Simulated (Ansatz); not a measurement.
`O/C(F)=N/[SiH3]`, relaxed with RKS PBE-D4/def2-SVP in Ansatz from a rough embedded geometry. The force threshold is 0.03 eV/Å; the program also tests the step.

Charge 0, multiplicity 1.

Start:

```xyz
9

O     2.031   -0.951    0.738
C     0.851   -0.473    0.630
F     0.118   -0.415    1.707
N     0.407   -0.087   -0.503
Si   -1.133    0.595   -0.610
H     2.454   -0.959   -0.172
H    -2.112   -0.458   -0.169
H    -1.433    0.990   -1.977
H    -1.183    1.757    0.355
```

| step | energy (eV) | largest force (eV/Å) | largest move (Å) |
| --- | --- | --- | --- |
| 1 | -15213.7182 | 3.667 | 0.000 |
| 2 | -15214.0556 | 2.216 | 0.136 |
| 3 | -15214.1664 | 0.770 | 0.114 |
| 4 | -15214.1764 | 0.467 | 0.059 |
| 5 (rejected) | -15214.1741 | 0.243 | 0.049 |
| 6 | -15214.1826 | 0.052 | 0.024 |
| 7 | -15214.1829 | 0.004 | 0.006 |

End:

```xyz
9

O     2.144   -1.022    0.739
C     0.919   -0.497    0.634
F     0.367   -0.499    1.864
N     0.373   -0.075   -0.419
Si   -1.229    0.620   -0.607
H     2.514   -1.005   -0.168
H    -2.298   -0.383   -0.262
H    -1.387    1.022   -2.043
H    -1.403    1.839    0.261
```

Run time 11 s (2 threads of an AMD EPYC 7B13 on a shared host); peak host memory 0.19 GiB.
